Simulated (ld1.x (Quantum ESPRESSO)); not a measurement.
## What the settings do to the TM potential of Te (Z = 52)

Base potential:

* Element: Te (Z = 52)
* Generator: ld1.x (Quantum ESPRESSO) 7.5
* Type: norm-conserving Troullier–Martins (Kleinman–Bylander form)
* Functional: LDA (PZ)
* Relativity: fully relativistic
* Frozen core: [Kr] 4d10
* Valence charge: 6
* Reference configuration: 5s2 5p4
* Partial waves: 5p (bound): rc 2.40 bohr; 5s (bound): rc 1.80 bohr
* Local potential: the s channel
* Core correction: a·sin(br)/r model core inside 1.25 bohr

Open shells are filled in proportion to 2j + 1 (rel_dist='average').

Cutoffs, loose and tight: the cutoffs (Ry, on a coarse ladder) from which the occupation-weighted sum of valence levels, in a spherical-Bessel basis at the reference potential, stays within 10 and 1 mRy of its value at 400 Ry. They do not see the model core or the augmentation charge, which bear on the density cutoff. Test errors are all-electron minus pseudo excitation energies from the reference, over the configurations 5s2 5p3; 5s2 5p2; 5s2 5p1; 5s1 5p5; 5s2 5p4.3; 5s1 5p4; 5s2 5p0. A dash means not determined; rows that change the core or the reference have their own tests.

| change | outcome | cutoff, loose | cutoff, tight | bound ghosts | largest test error (meV) |
| --- | --- | --- | --- | --- | --- |
| base | generated | 30 Ry | 40 Ry | none | -208 |
| core correction a·sin(br)/r model core inside 0.70 bohr | generated | 30 Ry | 40 Ry | none | -209 |
| core correction a·sin(br)/r model core inside 0.98 bohr | generated | 30 Ry | 40 Ry | none | -209 |
| core correction a·sin(br)/r model core inside 1.16 bohr | generated | 30 Ry | 40 Ry | none | -208 |
| core correction a·sin(br)/r model core inside 1.40 bohr | generated | 30 Ry | 40 Ry | none | -206 |
| core correction a·sin(br)/r model core inside 1.50 bohr | generated | 30 Ry | 40 Ry | none | -204 |
| core correction a·sin(br)/r model core inside 1.70 bohr | generated | 30 Ry | 40 Ry | none | -188 |

Question: What comes out with this change to the base: core correction none?

Answer: outcome: generated; cutoff, loose: 30 Ry; cutoff, tight: 40 Ry; bound ghosts: none; largest test error (meV): +244.

Question: What comes out with this change to the base: core correction a·sin(br)/r model core inside 2.00 bohr?

Answer: outcome: generated; cutoff, loose: 30 Ry; cutoff, tight: 40 Ry; bound ghosts: none; largest test error (meV): -122.

Question: What comes out with this change to the base: core correction a·sin(br)/r model core inside 2.10 bohr?

Answer: outcome: generated; cutoff, loose: 30 Ry; cutoff, tight: 40 Ry; bound ghosts: none; largest test error (meV): -87.
